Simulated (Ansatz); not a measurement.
BMe2Br (C2H6BBr), relaxed as a singlet with RKS PBE0-D4/def2-SVP in Ansatz, starting from the GFN2-xTB geometry. Force threshold 0.02 eV/Å.

Start:

Cartesian coordinates in Å:
```
B 0.065 -0.541 0.143
C 1.215 0.489 0.464
H 0.865 1.259 1.154
H 1.528 1.026 -0.433
H 2.103 0.039 0.904
C -1.267 -0.083 -0.565
H -1.061 0.267 -1.578
H -1.723 0.764 -0.053
H -2.018 -0.868 -0.642
Br 0.293 -2.353 0.605
```

```csv
step,energy (eV),largest force component (eV/Å),SCF passes
1,-72873.9038,1.120,24
2,-72873.9454,0.451,29
3,-72873.9521,0.033,29
4,-72873.9550,0.026,27
5,-72873.9563,0.035,27
6 (rejected),-72873.9365,0.590,25
7,-72873.9590,0.048,27
8,-72873.9614,0.155,27
9,-72873.9634,0.117,27
10,-72873.9660,0.018,27
11,-72873.9665,0.042,27
12,-72873.9666,0.013,21
```

Force components are those of the run's own axes.

End:

```tsv
atom	x (Å)	y (Å)	z (Å)
B1	0.0602	-0.4930	0.1305
C2	1.2036	0.5067	0.4940
H3	0.9372	0.9394	1.4784
H4	1.2556	1.3545	-0.2075
H5	2.1951	0.0471	0.6051
C6	-1.2542	-0.0804	-0.6055
H7	-1.0436	-0.1636	-1.6897
H8	-1.5236	0.9721	-0.4249
H9	-2.1148	-0.7313	-0.3990
Br10	0.2845	-2.3514	0.6186
```

By distances, no bond broke or formed. The bond that changes most is B1–Br10, from 1.88 to 1.93 Å (atoms count from 1).

The force fell under the threshold at step 10, but the optimiser went on. No frequencies were taken in this run, so the end may be a saddle point.

It took 20 s on 4 threads of Arm Neoverse V2 on a shared host.
